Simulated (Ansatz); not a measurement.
Redistribution: CH2BrI + CHCl2I → CH2I2 + CHBrCl2

Species: CH2BrI (bromoiodomethane) `BrCI`, singlet; CHCl2I (dichloroiodomethane) `ClC(Cl)I`, singlet; CH2I2 (diiodomethane) `ICI`, singlet; CHBrCl2 (bromodichloromethane) `ClC(Cl)Br`, singlet. The partners trade Br for I; both sit on C, so the bond types are kept.

Shapes, held fixed at every level: PBE0-D4/def2-TZVP. Programs: Ansatz 0.2.0. The zero-point and thermal change to 298 K, harmonic and unscaled (PBE0-D4/def2-TZVP), is -0.3 kJ/mol.

(1) Estimate ΔH(298 K) of this reaction.

Answers

(1) The highest level, CCSD(T)/def2-TZVPP, gives ΔH(298 K) = -4.0 kJ/mol; the levels span -5.8 to -3.0. The column of differences is taken from that level and isn't an error. No measured value is set beside it here. For atoms past krypton def2 sets carry core potentials with scalar relativity. Relativity is left out for Br. Outer-core shells of Br, I are correlated in most correlated rows, in sets that cover them unevenly.

```json
{"level": "r2SCAN-D4/def2-TZVPP", "kind": "meta-GGA", "ΔH(298 K) (kJ/mol)": "-3.0", "less CCSD(T)/def2-TZVPP": "+1.0"}
{"level": "BHLYP-D4/def2-TZVPP", "kind": "global hybrid", "ΔH(298 K) (kJ/mol)": "-3.1", "less CCSD(T)/def2-TZVPP": "+0.9"}
{"level": "PBE0-D4/def2-TZVPP", "kind": "global hybrid", "ΔH(298 K) (kJ/mol)": "-3.1", "less CCSD(T)/def2-TZVPP": "+0.9"}
{"level": "r2SCAN0-D4/def2-TZVPP", "kind": "global hybrid", "ΔH(298 K) (kJ/mol)": "-3.5", "less CCSD(T)/def2-TZVPP": "+0.5"}
{"level": "wB97M-V/def2-TZVPP", "kind": "range-separated hybrid", "ΔH(298 K) (kJ/mol)": "-4.0", "less CCSD(T)/def2-TZVPP": "0.0"}
{"level": "MP2/def2-SVP", "kind": "perturbation theory", "ΔH(298 K) (kJ/mol)": "-5.8", "less CCSD(T)/def2-TZVPP": "-1.8"}
{"level": "MP2/def2-TZVPP", "kind": "perturbation theory", "ΔH(298 K) (kJ/mol)": "-4.3", "less CCSD(T)/def2-TZVPP": "-0.3"}
{"level": "CCSD(T)/def2-TZVPP", "kind": "coupled cluster or CI", "ΔH(298 K) (kJ/mol)": "-4.0", "less CCSD(T)/def2-TZVPP": "0.0"}
```
